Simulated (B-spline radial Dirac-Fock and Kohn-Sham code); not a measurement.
**Dipole and non-dipole photoemission parameters of Mo⁵⁺ 2p1/2**

System: the Mo⁵⁺ ion, configuration [Kr] 4d1; threshold 2701.7 eV (orbital energy of the model). Level of theory: Dirac-Hartree-Slater photoionisation with a Latter tail; cross sections with all multipoles, angular parameters from the dipole term and its interference with E2; a radial finite-basis atomic code.

For linearly polarised light dσ/dΩ = σ/(4π) [1 + β P₂(cos θ) + (δ + γ cos²θ) sin θ cos φ], with θ from the polarisation vector and φ the angle between the beam and the projection of the electron momentum on the plane normal to the polarisation.

```
hν (eV)  σ (kb)      β       γ      δ
   3220    63.9  1.347  -0.102  0.015
   4040       ?      ?       ?      ?
   5100    18.2  1.428   0.600  0.046
 9251.7    3.13  1.258   1.357  0.101
  12000    1.39  1.153   1.645  0.139
  15000   0.685  1.054   1.864  0.180
```

Question: Give the values at 4040 eV.

Answer: σ = 34.8 kb, β = 1.437, γ = 0.258, δ = 0.032.

Values without a named source are computed, but for edge energies of neutral atoms, which are taken from tables.
